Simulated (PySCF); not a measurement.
SMILES FCC[SiH3] (GFN2-xTB optimised geometry):

```
11

F      1.499    -0.672     0.000
C      0.123    -0.672     0.000
C     -0.411     0.747     0.000
Si     0.211     1.763    -1.492
H     -0.183    -1.232     0.892
H     -0.185    -1.218    -0.898
H     -0.113     1.232     0.931
H     -1.499     0.692     0.003
H      1.667     1.853    -1.461
H     -0.392     3.094    -1.395
H     -0.240     1.096    -2.716
```

Calculation: PySCF with B3LYP/def2-TZVP.

Q: What are the frontier orbital energies and the dipole moment?

A: HOMO-2 -9.42 eV, HOMO-1 -9.22 eV, HOMO -8.49 eV, LUMO 0.41 eV, LUMO+1 1.07 eV; dipole moment 1.80 D.

On the same geometry PBE/def2-TZVP (PySCF 2.14.0) gives HOMO-2 -8.23 eV, HOMO-1 -7.83 eV, HOMO -7.30 eV, LUMO -0.14 eV, LUMO+1 0.43 eV; dipole moment 1.72 D.

Meta-Löwdin charges at B3LYP/def2-TZVP: F1 -0.33, C2 0.11, C3 -0.44, Si4 0.52, H5 0.11, H6 0.10, H7 0.12, H8 0.12, H9 -0.09, H10 -0.10, H11 -0.11.
